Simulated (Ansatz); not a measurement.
Ansatz (a first-principles code) input (B3LYP-D3(BJ)/def2-TZVP):

Ansatz 0.2 input:
```yaml
crystal:
  periodic: [false, false, false]
  atoms:
    - {symbol: Al, position_ang: [-0.00000000, -0.00000000, -1.12859035]}
    - {symbol: S, position_ang: [0.00000000, 0.00000000, 0.91697966]}
basis:
  gaussian:
    orbitals: def2-TZVP
hamiltonian:
  xc: b3lyp
  dispersion: d3bj
magnetization: {spin_polarized: true, initial_magnetization: 1}
phonons: {temperatures: {t_min: 298.15, t_max: 298.15, t_step: 100}}
```

Output:

```
Functional definition: B3LYP
integrals: 0.01 GiB planned
530 factors; their error is unknown
mean field: 0.21 GiB planned
mean field evaluation 1: about -17429.9276 eV, gradient 2.2e1 eV
mean field evaluation 2: about -17386.9077 eV, gradient 7.4e1 eV
mean field evaluation 4: about -17433.3691 eV, gradient 4.3e0 eV
mean field evaluation 8: about -17433.5339 eV, gradient 5.0e-2 eV
mean field evaluation 16: about -17433.5339 eV, gradient 1.5e-5 eV
mean field -17433.53393847 eV, -640.6705553652 hartree, gradient 1.5e-5 eV, S^2 0.755775; 1 other end points of the search recorded, 0 dependent functions left out
the calculation of the forces begins
reference -17433.53410711 eV, -640.6705615623 hartree; 15, 14 occupied and 59, 60 virtual orbitals, 530 factors
these checks for a lower state are left out or cut short: stability, starts, cluster_reference, orbital_swaps, neighbouring_geometries, increment
integrals: 0.01 GiB planned
530 factors; their error is unknown
mean field: 0.21 GiB planned
mean field -17433.53393848 eV, -640.6705553653 hartree, gradient 8.9e-7 eV, S^2 0.755775; 0 other end points of the search recorded, 0 dependent functions left out
the calculation of the forces begins
reference -17433.53410711 eV, -640.6705615624 hartree; 15, 14 occupied and 59, 60 virtual orbitals, 530 factors
these checks for a lower state are left out or cut short: stability, starts, cluster_reference, orbital_swaps, neighbouring_geometries, increment
integrals: 0.01 GiB planned
530 factors; their error is unknown
mean field: 0.21 GiB planned
mean field evaluation 32: about -17433.5339 eV, gradient 1.5e-5 eV
mean field -17433.53393848 eV, -640.6705553653 hartree, gradient 8.9e-7 eV, S^2 0.755775; 0 other end points of the search recorded, 0 dependent functions left out
the calculation of the forces begins
reference -17433.53410711 eV, -640.6705615624 hartree; 15, 14 occupied and 59, 60 virtual orbitals, 530 factors
these checks for a lower state are left out or cut short: stability, starts, cluster_reference, orbital_swaps, neighbouring_geometries, increment
integrals: 0.01 GiB planned
530 factors; their error is unknown
mean field: 0.21 GiB planned
mean field -17433.53393848 eV, -640.6705553653 hartree, gradient 8.9e-7 eV, S^2 0.755775; 0 other end points of the search recorded, 0 dependent functions left out
the calculation of the forces begins
reference -17433.53410711 eV, -640.6705615624 hartree; 15, 14 occupied and 59, 60 virtual orbitals, 530 factors
these checks for a lower state are left out or cut short: stability, starts, cluster_reference, orbital_swaps, neighbouring_geometries, increment
integrals: 0.01 GiB planned
530 factors; their error is unknown
mean field: 0.21 GiB planned
mean field -17433.53393848 eV, -640.6705553653 hartree, gradient 8.9e-7 eV, S^2 0.755775; 0 other end points of the search recorded, 0 dependent functions left out
the calculation of the forces begins
reference -17433.53410711 eV, -640.6705615624 hartree; 15, 14 occupied and 59, 60 virtual orbitals, 530 factors
these checks for a lower state are left out or cut short: stability, starts, cluster_reference, orbital_swaps, neighbouring_geometries, increment
integrals: 0.01 GiB planned
530 factors; their error is unknown
mean field: 0.21 GiB planned
mean field -17433.53387454 eV, -640.6705530157 hartree, gradient 1.1e-6 eV, S^2 0.755744; 0 other end points of the search recorded, 0 dependent functions left out
the calculation of the forces begins
reference -17433.53404315 eV, -640.6705592119 hartree; 15, 14 occupied and 59, 60 virtual orbitals, 530 factors
these checks for a lower state are left out or cut short: stability, starts, cluster_reference, orbital_swaps, neighbouring_geometries, increment
integrals: 0.01 GiB planned
530 factors; their error is unknown
mean field: 0.21 GiB planned
mean field evaluation 64: about -17433.5339 eV, gradient 2.6e-6 eV
mean field -17433.53388339 eV, -640.6705533410 hartree, gradient 2.6e-6 eV, S^2 0.755806; 0 other end points of the search recorded, 0 dependent functions left out
the calculation of the forces begins
reference -17433.53405205 eV, -640.6705595390 hartree; 15, 14 occupied and 59, 60 virtual orbitals, 530 factors
these checks for a lower state are left out or cut short: stability, starts, cluster_reference, orbital_swaps, neighbouring_geometries, increment
integrals: 0.01 GiB planned
530 factors; their error is unknown
mean field: 0.21 GiB planned
mean field -17433.53393848 eV, -640.6705553653 hartree, gradient 8.9e-7 eV, S^2 0.755775; 0 other end points of the search recorded, 0 dependent functions left out
the calculation of the forces begins
reference -17433.53410711 eV, -640.6705615624 hartree; 15, 14 occupied and 59, 60 virtual orbitals, 530 factors
these checks for a lower state are left out or cut short: stability, starts, cluster_reference, orbital_swaps, neighbouring_geometries, increment
integrals: 0.01 GiB planned
530 factors; their error is unknown
mean field: 0.21 GiB planned
mean field -17433.53393848 eV, -640.6705553653 hartree, gradient 8.9e-7 eV, S^2 0.755775; 0 other end points of the search recorded, 0 dependent functions left out
the calculation of the forces begins
reference -17433.53410711 eV, -640.6705615624 hartree; 15, 14 occupied and 59, 60 virtual orbitals, 530 factors
these checks for a lower state are left out or cut short: stability, starts, cluster_reference, orbital_swaps, neighbouring_geometries, increment
integrals: 0.01 GiB planned
530 factors; their error is unknown
mean field: 0.21 GiB planned
mean field -17433.53393848 eV, -640.6705553653 hartree, gradient 8.9e-7 eV, S^2 0.755775; 0 other end points of the search recorded, 0 dependent functions left out
the calculation of the forces begins
reference -17433.53410711 eV, -640.6705615624 hartree; 15, 14 occupied and 59, 60 virtual orbitals, 530 factors
these checks for a lower state are left out or cut short: stability, starts, cluster_reference, orbital_swaps, neighbouring_geometries, increment
integrals: 0.01 GiB planned
530 factors; their error is unknown
mean field: 0.21 GiB planned
mean field -17433.53393848 eV, -640.6705553653 hartree, gradient 8.9e-7 eV, S^2 0.755775; 0 other end points of the search recorded, 0 dependent functions left out
the calculation of the forces begins
reference -17433.53410711 eV, -640.6705615624 hartree; 15, 14 occupied and 59, 60 virtual orbitals, 530 factors
these checks for a lower state are left out or cut short: stability, starts, cluster_reference, orbital_swaps, neighbouring_geometries, increment
integrals: 0.01 GiB planned
530 factors; their error is unknown
mean field: 0.21 GiB planned
mean field evaluation 96: about -17433.5339 eV, gradient 4.8e-5 eV
mean field -17433.53388339 eV, -640.6705533410 hartree, gradient 2.6e-6 eV, S^2 0.755806; 0 other end points of the search recorded, 0 dependent functions left out
the calculation of the forces begins
reference -17433.53405205 eV, -640.6705595390 hartree; 15, 14 occupied and 59, 60 virtual orbitals, 530 factors
these checks for a lower state are left out or cut short: stability, starts, cluster_reference, orbital_swaps, neighbouring_geometries, increment
integrals: 0.01 GiB planned
530 factors; their error is unknown
mean field: 0.21 GiB planned
mean field -17433.53387454 eV, -640.6705530157 hartree, gradient 1.1e-6 eV, S^2 0.755744; 0 other end points of the search recorded, 0 dependent functions left out
the calculation of the forces begins
reference -17433.53404315 eV, -640.6705592119 hartree; 15, 14 occupied and 59, 60 virtual orbitals, 530 factors
Total energy: -17433.62782824 eV, -640.6740057503 hartree
Atom 0 at    -0.000000    -0.000000    -1.128590 Å, force    -0.000000     0.000000     0.000521 eV/Å
Atom 1 at     0.000000     0.000000     0.916980 Å, force     0.000000    -0.000000    -0.000521 eV/Å
Dipole moment:    -0.000000    -0.000000    -0.781565 e Å
Vibrations: 594.65 cm⁻¹, zero-point energy 0.036864 eV
```
